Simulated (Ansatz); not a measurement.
Born–Oppenheimer molecular dynamics of CH₄Cl₂Ge (8 atoms, charge 0, multiplicity 1). It starts from a relaxed structure.

These are results of RKS B3LYP/def2-SVP (Ansatz 0.2.0), not measurements.

* ensemble: NVE (velocity Verlet)
* time step: 1 fs
* steps asked: 250
* starting velocities drawn for: 300 K
* masses: H 2.014 u
* seed: 29636

First frame:

```xyz
8
Properties=species:S:1:pos:R:3
Ge 0.008 -0.022 -0.038
Cl -0.003 -0.253 2.127
C 1.855 0.011 -0.654
H 2.349 -0.936 -0.389
H 1.877 0.146 -1.746
H 2.386 0.846 -0.174
Cl -0.924 1.885 -0.521
H -0.881 -1.132 -0.621
```

Task: How far do the bonds stretch over the last three quarters of this one trajectory? (Pairs bonded in most of those frames.)

Result: 
```tsv
bond	mean (Å)	spread (Å)	shortest	longest
Ge1–Cl2	2.177	0.039	2.11	2.24
Ge1–C3	1.953	0.048	1.88	2.02
Ge1–Cl7	2.177	0.022	2.15	2.21
Ge1–H8	1.540	0.022	1.51	1.57
C3–H4	1.102	0.026	1.06	1.15
C3–H5	1.102	0.018	1.07	1.13
C3–H6	1.101	0.011	1.08	1.12
```

Mean temperature of the second half: 153 K. The conserved energy stayed within 0.33 meV per atom of its start (net change 0.17 meV per atom), so the integration is sound. Over the second half the temperature averaged 0.51 of the 300 K drawn at the start: a run that starts near a minimum puts about half its kinetic energy into the potential. A run of 0.25 ps of so small a system gives no equilibrium averages.

The run took 6.1 min on 4 threads of Arm Neoverse V1 (shared host), peak memory 0.24 GiB.
